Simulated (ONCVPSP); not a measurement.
**How hard is this silicon (Si) ONCV potential?**

```
Element                 : silicon (Si)
Generator               : ONCVPSP 4.0.1
Type                    : optimised norm-conserving Vanderbilt (ONCV)
Functional              : PBE
Relativity              : scalar-relativistic
Frozen core             : [Ne]
Valence charge          : 4
Reference configuration : 3s2 3p1.5 (charge +0.5)
Partial waves           : 3s: rc 1.70 bohr, ncon 4, nbas 8, qcut 4.5 1/bohr, 2 projectors, debl 3.8 Ha; 3p: rc 1.55 bohr, ncon 5, nbas 9, qcut 4.6 1/bohr, 2 projectors, debl 1.8 Ha
Local potential         : polynomial inside 1.40 bohr (lpopt 5, dvloc0 4 Ha)
Core correction         : Teter function, fcfact 3.25, rcfact 1.2
```

Task: For each optimised wave give the share of its norm inside rc, the residual kinetic energy above qcut (Ha) and the cutoffs (Ha) for errors of 10, 1, 0.1 and 0.01 mHa per electron.

Result:

```json
{"wave": "3s", "norm inside rc": "0.333", "residual KE": "1.1e-04", "10 mHa": "5.3", "1 mHa": "8.0", "0.1 mHa": "10.5", "0.01 mHa": "29.9"}
{"wave": "s projector 2", "norm inside rc": "0.106", "residual KE": "4.7e-03", "10 mHa": "9.4", "1 mHa": "12.5", "0.1 mHa": "32.3", "0.01 mHa": "75.5"}
{"wave": "3p", "norm inside rc": "0.145", "residual KE": "1.6e-03", "10 mHa": "2.3", "1 mHa": "26.0", "0.1 mHa": "97.6", "0.01 mHa": "112.0"}
{"wave": "p projector 2", "norm inside rc": "0.206", "residual KE": "6.2e-02", "10 mHa": "46.1", "1 mHa": "127.2", "0.1 mHa": "143.7", "0.01 mHa": "158.2"}
```

The occupied waves need 26 Ha and 98 Ha for 1 and 0.1 mHa. The cutoffs count occupied waves only; projector 2 of the p channel, the hardest unoccupied one, needs 127 Ha at the loose tolerance. Note: ghosts flagged at negative energy: p at -399.9 eV; GHOST(+) flags only above 600 eV. A true bound ghost makes a file unfit for plane-wave use.
